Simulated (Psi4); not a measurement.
Psi4 input (wB97X-D/6-31G*):

```
memory 1500 MB

molecule {
0 2
N     0.67821943    0.21322225    0.19325834
C    -0.46105180   -0.14494793   -0.13137652
H    -0.64365366   -1.11460559   -0.61374944
H    -1.33757157    0.49173741    0.04920014
symmetry c1
no_reorient
no_com
}

set {
  basis 6-31G*
  reference uks
  scf_type pk
  dft_radial_points 99
  dft_spherical_points 590
  e_convergence 1e-8
  d_convergence 1e-7
  maxiter 150
}

e = energy('wb97x-d')
print_out(f'\nFINAL {e:.10f} DIPOLE {variable("CURRENT DIPOLE")[0]:.6f} {variable("CURRENT DIPOLE")[1]:.6f} {variable("CURRENT DIPOLE")[2]:.6f}\n')
```

Output:

```
   => Loading Basis Set <=

    Name: 6-31G*
    Role: ORBITAL
    Keyword: BASIS
    atoms 1   entry N          line   128 file 6-31gs.gbs
    atoms 2   entry C          line   111 file 6-31gs.gbs
    atoms 3-4 entry H          line    44 file 6-31gs.gbs

   => WB97X-D: Empirical Dispersion <=

    Chai and Head-Gordon Dispersion Correction
    Chai, J.-D.; Head-Gordon, M. (2010), J. Chem. Phys., 132: 6615-6620

        s6 =       1.000000

         ---------------------------------------------------------
                                   SCF
               by Justin Turney, Rob Parrish, Andy Simmonett
                          and Daniel G. A. Smith
                              UKS Reference
         ---------------------------------------------------------

  ==> Geometry <==

    Molecular point group: c1
    Full point group: C1

    Geometry (in Angstrom), charge = 0, multiplicity = 2:

       Center              X                  Y                   Z               Mass
    ------------   -----------------  -----------------  -----------------  -----------------
         N            0.678219430000     0.213222250000     0.193258340000    14.003074004430
         C           -0.461051800000    -0.144947930000    -0.131376520000    12.000000000000
         H           -0.643653660000    -1.114605590000    -0.613749440000     1.007825032230
         H           -1.337571570000     0.491737410000     0.049200140000     1.007825032230

  Running in c1 symmetry.

  Rotational constants: A =      9.55442  B =      1.30226  C =      1.14605 [cm^-1]
  Rotational constants: A = 286434.30757  B =  39040.66934  C =  34357.74754 [MHz]
  Nuclear repulsion =   27.654871985861540

  Charge       = 0
  Multiplicity = 2
  Electrons    = 15
  Nalpha       = 8
  Nbeta        = 7

  ==> Algorithm <==

  SCF Algorithm Type is PK.
  DIIS enabled.
  MOM disabled.
  Fractional occupation disabled.
  Guess Type is SAD.
  Energy threshold   = 1.00e-08
  Density threshold  = 1.00e-07
  Integral threshold = 1.00e-12

  ==> Primary Basis <==

  Basis Set: 6-31G*
    Blend: 6-31G*
    Number of shells: 16
    Number of basis functions: 34
    Number of Cartesian functions: 34
    Spherical Harmonics?: false
    Max angular momentum: 2

  ==> DFT Potential <==

   => LibXC <=

    Version 7.1.2
    S. Lehtola, C. Steigemann, M. J. T. Oliveira, and M. A. L. Marques,  SoftwareX 7, 1–5 (2018) (10.1016/j.softx.2017.11.002)

   => Composite Functional: WB97X-D <=

    wB97X-D Hyb-GGA Exchange-Correlation Functional

    J.-D. Chai and M. Head-Gordon,  Phys. Chem. Chem. Phys. 10, 6615–6620 (2008) (10.1039/B810189B)

    Deriv               =              1
    GGA                 =           TRUE
    Meta                =          FALSE

    Exchange Hybrid     =           TRUE
    MP2 Hybrid          =          FALSE

   => Exchange-Correlation Functionals <=

    1.0000   wB97X-D range-separated functional

   => Exact (HF) Exchange <=

    0.7780            HF,LR [omega = 0.2000]
    0.2220               HF

   => LibXC Density Thresholds  <==

    XC_HYB_GGA_XC_WB97X_D:  1.00E-14

   => Molecular Quadrature <=

    Radial Scheme          =       TREUTLER
    Pruning Scheme         =           NONE
    Nuclear Scheme         =       TREUTLER

    Blocking Scheme        =         OCTREE
    BS radius alpha        =              1
    Pruning alpha          =              1
    Radial Points          =             99
    Spherical Points       =            590
    Total Points           =         222257
    Total Blocks           =           1682
    Max Points             =            256
    Max Functions          =             34
    Weights Tolerance      =       1.00E-15

  ==> Integral Setup <==

  Using in-core PK algorithm.
   Calculation information:
      Number of atoms:                   4
      Number of AO shells:              16
      Number of primitives:             38
      Number of atomic orbitals:        34
      Number of basis functions:        34

      Integral cutoff                 1.00e-12
      Number of threads:                 1

  Performing in-core PK
  Using 531930 doubles for integral storage.
  We computed 9316 shell quartets total.
  Whereas there are 9316 unique shell quartets.

  Computing range-separated integrals for PK
  We computed 9316 wK shell quartets total.
  Whereas there are 9316 wK unique shell quartets.

  ==> DiskJK: Disk-Based J/K Matrices <==

    J tasked:                  Yes
    K tasked:                  Yes
    wK tasked:                 Yes
    Omega:               2.000E-01
    Schwarz Cutoff:          1E-12


  Cached 100.0% of DFT collocation blocks in 0.210 [GiB].

  Minimum eigenvalue in the overlap matrix is 7.6344806900E-03.
  Reciprocal condition number of the overlap matrix is 1.3191451108E-03.
    Using symmetric orthogonalization.

  ==> Pre-Iterations <==

  SCF Guess: Superposition of Atomic Densities via on-the-fly atomic UHF (no occupation information).

   -------------------------
    Irrep   Nso     Nmo
   -------------------------
     A         34      34
   -------------------------
    Total      34      34
   -------------------------

  ==> Iterations <==

                        Total Energy        Delta E     RMS |[F,P]|

   @UKS iter SAD:   -93.26428296428416   -9.32643e+01   0.00000e+00
   @UKS iter   1:   -93.86336169499918   -5.99079e-01   1.09175e-02 DIIS/ADIIS
   @UKS iter   2:   -93.87543710757316   -1.20754e-02   1.12019e-02 DIIS/ADIIS
   @UKS iter   3:   -93.94100687248215   -6.55698e-02   1.93593e-03 DIIS/ADIIS
   @UKS iter   4:   -93.94332933722700   -2.32246e-03   6.35098e-04 DIIS/ADIIS
   @UKS iter   5:   -93.94390009430160   -5.70757e-04   1.80327e-04 DIIS/ADIIS
   @UKS iter   6:   -93.94400451585383   -1.04422e-04   8.36370e-05 DIIS
   @UKS iter   7:   -93.94404042175736   -3.59059e-05   4.32627e-05 DIIS
   @UKS iter   8:   -93.94405315545572   -1.27337e-05   1.28985e-05 DIIS
   @UKS iter   9:   -93.94405404679134   -8.91336e-07   2.93469e-06 DIIS
   @UKS iter  10:   -93.94405406596901   -1.91777e-08   5.00391e-07 DIIS
   @UKS iter  11:   -93.94405406646804   -4.99028e-10   9.12023e-08 DIIS
  Energy and wave function converged.

  ==> Post-Iterations <==

   Electrons on quadrature grid:
      Nalpha   =    7.9999999948 ; deviation = -5.190e-09
      Nbeta    =    7.0000000021 ; deviation = 2.142e-09
      Ntotal   =   14.9999999970 ; deviation = -3.048e-09

   @Spin Contamination Metric:   1.236711728E-02
   @S^2 Expected:                7.500000000E-01
   @S^2 Observed:                7.623671173E-01
   @S   Expected:                5.000000000E-01
   @S   Observed:                5.000000000E-01

    Orbital Energies [Eh]
    ---------------------

    Alpha Occupied:

       1A    -14.486813     2A    -10.347390     3A     -1.021191
       4A     -0.700258     5A     -0.584163     6A     -0.470116
       7A     -0.435565     8A     -0.345347

    Alpha Virtual:

       9A      0.068988    10A      0.192229    11A      0.267272
      12A      0.333308    13A      0.621360    14A      0.697915
      15A      0.714520    16A      0.735175    17A      0.823350
      18A      0.846208    19A      0.904026    20A      0.918357
      21A      0.990390    22A      1.275544    23A      1.570922
      24A      1.576895    25A      1.715709    26A      1.907322
      27A      1.950435    28A      2.194777    29A      2.336165
      30A      2.568193    31A      2.670682    32A      2.856459
      33A      3.691156    34A      4.186338

    Beta Occupied:

       1A    -14.469823     2A    -10.349785     3A     -0.982966
       4A     -0.679477     5A     -0.552781     6A     -0.440862
       7A     -0.420866

    Beta Virtual:

       8A     -0.009255     9A      0.080709    10A      0.194891
      11A      0.279685    12A      0.338963    13A      0.615210
      14A      0.708851    15A      0.742929    16A      0.749092
      17A      0.837914    18A      0.865469    19A      0.931590
      20A      0.943552    21A      0.994572    22A      1.290755
      23A      1.575382    24A      1.596283    25A      1.770041
      26A      1.946579    27A      1.994096    28A      2.212156
      29A      2.343623    30A      2.574666    31A      2.698201
      32A      2.875193    33A      3.734308    34A      4.180635

    Final Occupation by Irrep:
              A
    DOCC [     7 ]
    SOCC [     1 ]
    NA   [     8 ]
    NB   [     7 ]

  @UKS Final Energy:   -93.94405406646804

   => Energetics <=

    Nuclear Repulsion Energy =             27.6548719858615399
    One-Electron Energy =                -180.8498235675512547
    Two-Electron Energy =                  68.1719882518142413
    DFT Exchange-Correlation Energy =      -8.9208989903131997
    Empirical Dispersion Energy =          -0.0001917462793767
    VV10 Nonlocal Energy =                  0.0000000000000000
    Total Energy =                        -93.9440540664680412

  UHF NO Occupations:
  HONO-2 :    6  A 1.9992430
  HONO-1 :    7  A 1.9955368
  HONO-0 :    8  A 1.0000000
  LUNO+0 :    9  A 0.0044632
  LUNO+1 :   10  A 0.0007570
  LUNO+2 :   11  A 0.0006771
  LUNO+3 :   12  A 0.0001614

Computation Completed

Properties will be evaluated at   0.000000,   0.000000,   0.000000 [a0]

Properties computed using the SCF density matrix

 Multipole Moments:

 ------------------------------------------------------------------------------------
     Multipole            Electronic (a.u.)      Nuclear  (a.u.)        Total (a.u.)
 ------------------------------------------------------------------------------------

 L = 1.  Multiply by 2.5417464519 to convert [e a0] to [Debye]
 Dipole X            :         -0.8809851           -0.0000000           -0.8809852
 Dipole Y            :         -0.2769688           -0.0000000           -0.2769688
 Dipole Z            :         -0.2510363           -0.0000001           -0.2510364
 Magnitude           :                                                    0.9570088

 ------------------------------------------------------------------------------------

FINAL -93.9440540665 DIPOLE -0.880985 -0.276969 -0.251036

*** Psi4 exiting successfully. Buy a developer a beer!
```

The geometry given is a B3LYP-D3(BJ)/def2-TZVP minimum.
